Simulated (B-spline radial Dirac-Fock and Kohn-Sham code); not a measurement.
## Levels of muonic ¹⁴²Nd

Nucleus: ¹⁴²Nd, Fermi distribution (skin thickness 2.3 fm), rms radius 4.9123 fm (measured, Angeli and Marinova 2013).

These are calculated numbers from a B-spline atomic structure program; the model is the Dirac equation of a negative muon with reduced mass in the field of a spherical finite nucleus, with the Uehling potential to all orders; nuclear polarisation, deformation, hyperfine structure, self-energy, higher-order vacuum polarisation, relativistic recoil and electron screening are left out. For strongly deformed nuclei the low levels mix with nuclear rotations, which this model lacks.

```
level  binding (keV)  point nucleus, no QED (keV)  vacuum polarisation (keV)  ⟨r⟩ (fm)
1s1/2           6890                        10660                     46.266       9.3
2s1/2           2120                         2699                     11.028      30.4
2p1/2           2619                         2699                     16.325      20.5
2p3/2           2537                         2561                     15.058      21.3
3s1/2           1004                         1184                      3.946      64.3
3p1/2           1156                         1184                      5.205      51.7
3p3/2           1134                         1143                      4.914      52.8
3d3/2           1147                         1143                      4.459      43.6
3d5/2           1135                         1130                      4.289      44.3
```

Question: By how much does the finite nuclear size lower the 1s binding energy?

Answer: By 3814 keV, 35.78 % of the point-nucleus value (point value plus vacuum polarisation less the binding energy). The 1s orbit has ⟨r⟩ = 9.3 fm.
